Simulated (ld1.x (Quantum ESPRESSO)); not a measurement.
# tin: one change to a TM potential, before and after

tin (Sn), norm-conserving Troullier–Martins (Kleinman–Bylander form), made with ld1.x (Quantum ESPRESSO) 7.5 (PBE, scalar-relativistic). Core [Kr] 4d10, reference 5s2 5p2. Waves: 5p (bound): rc 2.00 bohr; 5s (bound): rc 2.10 bohr. Local part: the s channel. Core correction: a·sin(br)/r model core, default radius (core density twice the valence density).

All-electron outer shells of the reference configuration (PBE, scalar-relativistic, ld1.x):

```
shell  level (eV)  outermost node (bohr)  outermost maximum (bohr)
   4p      -89.70                   0.41                      0.79
   4d      -25.84                   0.39                      0.88
   5s      -10.55                   0.98                      2.01
   5p       -3.69                   1.09                      2.55
```

Change: core correction a·sin(br)/r model core inside 1.48 bohr.

Cutoffs: the cutoffs (Ry, on a coarse ladder) from which the occupation-weighted sum of valence levels, in a spherical-Bessel basis at the reference potential, stays within 10 and 1 mRy of its value at 400 Ry; they do not see the model core or the augmentation charge, which bear on the density cutoff. Errors are all-electron minus pseudo energies relative to the spin-unpolarised reference configuration.

Q: How do hardness, ghosts and transferability respond?

A: The potential gets neither clearly harder nor softer (21 Ry and 40 Ry → 21 Ry and 40 Ry); the errors of the 7 common tests hardly move; neither file shows a bound ghost. The default core radius of the base comes out at 1.76 bohr. A model core, the more so a compact one, raises the density cutoff, which this test does not measure.

```csv
quantity,base,changed
"cutoff, loose",21 Ry,21 Ry
"cutoff, tight",40 Ry,40 Ry
bound ghosts,none,none
"error for 5s2 5p1, meV [ΔE 6.87 eV]",-8.2,-8.3
"error for 5s2 5p0, meV [ΔE 20.83 eV]",-64,-65
"error for 5s1 5p0, meV [ΔE 51.80 eV]",-337,-343
"error for 5s0 5p4, meV [ΔE 14.19 eV]",-57,-58
"error for 5s2 5p2.3, meV [ΔE -0.85 eV]",+0.1,+0.1
"error for 5s1 5p3, meV [ΔE 6.98 eV]",-15,-15
"error for 5s2 5p1.5, meV [ΔE 2.62 eV]",-1.6,-1.6
s: phases at 2.30 bohr within 0.05 rad from the reference energy up to (Ry; the scan ends near 5),3.4,3.4
p: phases at 2.30 bohr within 0.05 rad from the reference energy up to (Ry; the scan ends near 5),4.9,4.9
```
